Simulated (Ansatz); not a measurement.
One change: `B[SiH2]C(B)F` becomes `BC(F)CCl`.

Ansatz, PBE0-D4/def2-TZVP geometries, multiplicity 1. Each molecule was computed in one conformer, which needn't be the lowest.

| property | `B[SiH2]C(B)F` |
| --- | --- |
| LUMO energy (PBE0/def2-TZVPP) / eV | -1.44 |
| HOMO–LUMO gap (B3LYP/def2-TZVPP) / eV | 6.10 |
| HOMO–LUMO gap (PBE/def2-TZVPP) / eV | 4.40 |
| LUMO energy (B3LYP/def2-TZVPP) / eV | -1.63 |
| HOMO energy (PBE0/def2-TZVPP) / eV | -7.92 |
| size of the dipole moment (B3LYP/def2-TZVPP) / D | 1.45 |

Question: What does the change do to each property? (An estimate is asked.)

Answer: Computed: 
| property | `BC(F)CCl` | shift |
| --- | --- | --- |
| LUMO energy (PBE0/def2-TZVPP) / eV | -2.14 | -0.70 |
| HOMO–LUMO gap (B3LYP/def2-TZVPP) / eV | 5.89 | -0.21 |
| HOMO–LUMO gap (PBE/def2-TZVPP) / eV | 3.94 | -0.46 |
| LUMO energy (B3LYP/def2-TZVPP) / eV | -2.38 | -0.75 |
| HOMO energy (PBE0/def2-TZVPP) / eV | -8.53 | -0.61 |
| size of the dipole moment (B3LYP/def2-TZVPP) / D | 2.55 | 1.10 |

With PBE0 the HOMO falls by 0.61 eV and the LUMO falls by 0.70 eV, so the gap narrows by about 0.09 eV. PBE moves the HOMO by -0.29 eV and ωB97M-V by -0.80 eV. Dipoles are sizes alone; their direction can turn.

B3LYP here is the variant with VWN-RPA as its local correlation; programs differ in this.
